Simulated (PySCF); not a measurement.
TaF5, SMILES [F][Ta]([F])([F])([F])[F], multiplicity 1.

The structure is a stationary point at PBE0-D3(BJ)/def2-SVP. The spin state was assumed, not searched. The isomer is the one that the SMILES or the coordinates give; other isomers of the formula were not compared. The def2 effective core potentials stand for the cores of Ta; spin–orbit coupling is left out.

Calculation: ωB97X/def2-TZVP (PySCF).

Symmetry labels are those of the subgroup C2v that the program uses (full group D3h).

Question: List the valence orbital energies around the gap with their symmetry. (The exact figures need the calculation; the answer reports its results.)

Answer: 
| orbital | symmetry | energy (eV) |
|---|---|---|
| HOMO−7 | B1 | -15.95 |
| HOMO−6 | A1 | -15.95 |
| HOMO−5 | B1 | -15.88 |
| HOMO−4 | A1 | -15.11 |
| HOMO−3 | B1 | -15.11 |
| HOMO−2 | B2 | -14.95 |
| HOMO−1 | B2 | -14.81 |
| HOMO | A2 | -14.81 |
| LUMO | A2 | -0.28 |
| LUMO+1 | B2 | -0.28 |
| LUMO+2 | A1 | 0.69 |
| LUMO+3 | B1 | 0.69 |
